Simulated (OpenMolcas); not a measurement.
**Levels of neutral nickel by method**

```
Program             : OpenMolcas
Basis               : ANO-L-VTZP [6s5p3d2f1g]
Scalar Hamiltonian  : non-relativistic, point nucleus
Active space        : 8 electrons in 5 orbitals (3d)
State averaging     : 2S+1 = 3 even, 10 roots; 2S+1 = 1 even, 15 roots (14 in the spin-orbit step)
Spin-orbit coupling : state interaction with AMFI integrals over the reference wave functions, term energies averaged over their components
```

Methods on the same reference wave functions:
A. CASSCF
B. SS-CASPT2, IPEA 0.25 Eh, imaginary shift 0.1 Eh (closed shells correlated: 3s 3p 4s)

Energies in cm-1 above 3d8 4s2 3F4.

| Level | A | B |
| --- | --- | --- |
| 3d8 4s2 3F4 | 0.0 | 0.0 |
| 3d8 4s2 3F3 | 1357 | 1360 |
| 3d8 4s2 3F2 | 2288 | 2260 |
| 3d8 4s2 1D2 | 16824 | 12460 |
| 3d8 4s2 3P2 | 20414 | 16070 |
| 3d8 4s2 3P1 | 20801 | 16460 |
| 3d8 4s2 3P0 | 21136 | 16800 |
| 3d8 4s2 1G4 | 26093 | 22060 |

From A to B the spin-free energies of the other terms of 3d8 4s2 shown, above 3F, scale by factors of 0.73 to 0.84, as is usual when dynamic correlation screens the repulsion within a d or f shell.

The lowest spin-free term lies below A's lowest term by 0.665 hartree in B.

CASPT2 breaks the degeneracy within a term, and the mean is taken; among the terms shown or strongly mixed into the levels shown the widest spread is 990 cm-1 (3d8 4s2 1G, B). Some high roots are left out of the spin-orbit mixing, which shifts the levels that they would mix with. With the s shell closed, the reference lacks s² → p², s² → d² and s → d mixing, so excited terms can stand far too high and out of order, with CASPT2 too. Without dynamic correlation excited terms often stand tens of per cent too high (terms of higher spin than the ground term too low), and those without a measured partner can miss by more than the paired ones (holds for A). Only configurations of the active space appear.
